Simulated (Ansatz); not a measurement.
`C#[C][Zr]([F])([F])[Cl]`, 7 atoms. The species carries charge 0 and has multiplicity 1. Correlated methods include outer-core shells of Zr, which these sets cover unevenly. Zr takes the def2 core potential. All runs use 4 threads of an Intel Xeon on a shared host. Correlated methods freeze the cores.

Problem. How many basis functions does each run have, and how long does it take in Ansatz? RHF-MP2/def2-QZVPP energy; RKS ωB97M-V/def2-SVP energy; RKS ωB97X-V/def2-TZVPP energy; RKS B3LYP-D4/def2-TZVPP energy and forces; RKS B2PLYP (frozen core)/def2-TZVPP energy; RKS ωB97M-V/def2-QZVPP energy; direct RPA on PBE orbitals/def2-TZVPP energy; RKS PBE0-D4/def2-TZVP relaxation (6 steps); RHF-CCSD(T)/def2-SVP energy; RKS PBE0-D4/def2-TZVPP energy; RKS PBE0-D4/def2-TZVP frequencies; RKS PBE0-D4/def2-SVP energy. (Best estimate.)

Solution. The calculation gave: Other jobs shared the machine, so times are rough.

| level | job | functions | wall time | peak host memory (GiB) |
| --- | --- | --- | --- | --- |
| RKS PBE0-D4/def2-SVP | energy | 110 | 1.3 s | 0.25 |
| RKS PBE0-D4/def2-TZVPP | energy | 236 | 2.8 s | 0.62 |
| RKS B3LYP-D4/def2-TZVPP | energy and forces | 236 | 4 s | 0.67 |
| RKS ωB97M-V/def2-SVP | energy | 110 | 4.6 s | 0.39 |
| direct RPA on PBE orbitals/def2-TZVPP | energy | 236 | 4.7 s | 0.59 |
| RKS B2PLYP (frozen core)/def2-TZVPP | energy | 236 | 4.8 s | 0.62 |
| RKS ωB97X-V/def2-TZVPP | energy | 236 | 7 s | 0.77 |
| RHF-CCSD(T)/def2-SVP | energy | 110 | 7.5 s | 0.64 |
| RHF-MP2/def2-QZVPP | energy | 409 | 13 s | 1.9 |
| RKS ωB97M-V/def2-QZVPP | energy | 409 | 13 s | 1.7 |
| RKS PBE0-D4/def2-TZVP | relaxation (6 steps) | 207 | 26 s | 0.6 |
| RKS PBE0-D4/def2-TZVP | frequencies | 207 | 98 s | 0.62 |

B3LYP here is the variant with VWN-RPA as its local correlation; programs differ in this.
